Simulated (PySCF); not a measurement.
H2BiBr, SMILES [Br][BiH2], singlet (PBE0/def2-SVP optimised geometry):

```
4

Bi    -0.900    -0.900     0.000
H      0.900    -0.900     0.000
H     -0.879     0.900     0.000
Br    -1.087    -1.085    -2.616
```

Computed with PBE0/def2-TZVP, def2 effective core potentials past Kr (PySCF 2.14.0).

Question: What are the frontier orbital energies and the dipole moment?

Answer: HOMO-2 -8.74 eV, HOMO-1 -7.92 eV, HOMO -7.60 eV, LUMO -2.09 eV, LUMO+1 -0.53 eV; dipole moment 3.32 D.

On the same geometry PBE/def2-TZVP, def2 effective core potentials past Kr (PySCF) gives HOMO-2 -7.60 eV, HOMO-1 -6.69 eV, HOMO -6.45 eV, LUMO -2.82 eV, LUMO+1 -1.25 eV; dipole moment 3.14 D.
